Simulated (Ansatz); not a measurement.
Problem. Name a neutral molecule of Al, C, Ge and H with zero-point energy (PBE0-D4/def2-TZVP) between 200 and 216 kJ/mol and HOMO–LUMO gap (PBE/def2-TZVPP) between 2.95 and 3.25 eV (Ansatz, PBE0-D4/def2-TZVP geometry).

Solution. `[AlH2][GeH]1[CH]=C[CH2]1` (209.8 kJ/mol, 3.15 eV). Other molecules can fit too; these were computed, each in one conformer that needn't be the lowest.
